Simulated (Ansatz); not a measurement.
Saddle point of GeNH₉O, closed shell (GeH₄ + H₂O + NH₃ → GeH₄O ([OH][GeH3]) + NH₃ + H₂; bonds formed: Ge1–O7, H2–H8, H6–N9; bonds broken: Ge1–H2, H6–O7, H8–N9), PBE0-D4/def2-TZVP structure:

| atom | x (Å) | y (Å) | z (Å) |
| --- | --- | --- | --- |
| Ge1 | -1.0100 | 0.2201 | -1.2144 |
| H2 | 0.7429 | 0.0289 | -1.0164 |
| H3 | -0.9870 | -0.9909 | -2.1869 |
| H4 | -2.5851 | 0.3484 | -0.9692 |
| H5 | -0.7364 | 1.5796 | -1.9149 |
| H6 | 0.4472 | -0.1804 | 1.3452 |
| O7 | -0.9078 | 0.0056 | 0.6998 |
| H8 | 1.3878 | -0.1360 | 0.0587 |
| N9 | 1.5107 | -0.2599 | 1.1660 |
| H10 | -1.8061 | 0.0591 | 1.0356 |
| H11 | 1.8943 | -1.1642 | 1.4133 |
| H12 | 2.0496 | 0.4896 | 1.5832 |

Energies are electronic, without zero-point energy. Barriers and step energies count from the start structure reached by relaxing down the imaginary mode; all methods use the PBE0-D4 structures, on which another method's saddle can fall below an end. Program: Ansatz 0.2.0. Basis: def2-TZVPP, with def2-QZVPP for the basis limit. Cores are frozen in the correlated methods. Filled d shells of the heavier atoms are correlated. The def2 sets are not built for correlating such inner shells, so the correlated values are less sure here. B3LYP uses VWN-RPA correlation. Extrapolation: Hartree–Fock as exp(−7.88 √X), correlation as X^−2.97.

```json
{"method": "SPW92", "barrier (kJ/mol)": "108.3", "step energy (kJ/mol)": "37.5"}
{"method": "PBE-D4", "barrier (kJ/mol)": "150.1", "step energy (kJ/mol)": "26.4"}
{"method": "BLYP-D4", "barrier (kJ/mol)": "165.0", "step energy (kJ/mol)": "18.1"}
{"method": "r2SCAN-D4", "barrier (kJ/mol)": "159.2", "step energy (kJ/mol)": "20.6"}
{"method": "B97M-V", "barrier (kJ/mol)": "166.7", "step energy (kJ/mol)": "23.0"}
{"method": "PBE0-D4", "barrier (kJ/mol)": "166.4", "step energy (kJ/mol)": "28.4"}
{"method": "B3LYP-D4", "barrier (kJ/mol)": "176.7", "step energy (kJ/mol)": "21.3"}
{"method": "r2SCAN0-D4", "barrier (kJ/mol)": "171.8", "step energy (kJ/mol)": "23.8"}
{"method": "BHLYP-D4", "barrier (kJ/mol)": "?", "step energy (kJ/mol)": "21.7"}
{"method": "CAM-B3LYP-D4", "barrier (kJ/mol)": "180.9", "step energy (kJ/mol)": "23.2"}
{"method": "wB97X-V", "barrier (kJ/mol)": "185.0", "step energy (kJ/mol)": "19.8"}
{"method": "wB97M-V", "barrier (kJ/mol)": "184.5", "step energy (kJ/mol)": "21.0"}
{"method": "B2PLYP", "barrier (kJ/mol)": "184.2", "step energy (kJ/mol)": "20.1"}
{"method": "PBE-QIDH", "barrier (kJ/mol)": "?", "step energy (kJ/mol)": "23.7"}
{"method": "RPA on PBE", "barrier (kJ/mol)": "192.0", "step energy (kJ/mol)": "17.4"}
{"method": "HF", "barrier (kJ/mol)": "243.9", "step energy (kJ/mol)": "20.6"}
{"method": "MP2", "barrier (kJ/mol)": "?", "step energy (kJ/mol)": "14.4"}
{"method": "CCSD", "barrier (kJ/mol)": "199.4", "step energy (kJ/mol)": "21.6"}
{"method": "CCSD(T)", "barrier (kJ/mol)": "188.7", "step energy (kJ/mol)": "19.8"}
```

Question: Fill in the withheld barriers. (To be estimated.)

Answer: Computed: BHLYP-D4 193.5; MP2 184.8; PBE-QIDH 178.4 kJ/mol. Each is the energy of the saddle less that of the start structure, by the same method.

For comparison, the barrier by CCSD(T) at an estimated basis limit (MP2 extrapolated from triple and quadruple zeta, plus CCSD(T) − MP2 in triple zeta) is 194.2 kJ/mol.

No T1 diagnostic of these runs exceeds 0.012.

Labels in which every atom is bracketed show which atoms are joined, not bond orders.

For scale, one of the runs: CCSD(T)/def2-TZVPP, 236 basis functions, launched by `ansatz run in.yaml --threads 4 --pin off --events-out ev --progress --plain --max-ram 9574MiB`. Hardware: 4 CPU threads of an Arm Neoverse V1, shared host. Wall time 2.6 min; peak host memory 4.5 GiB.
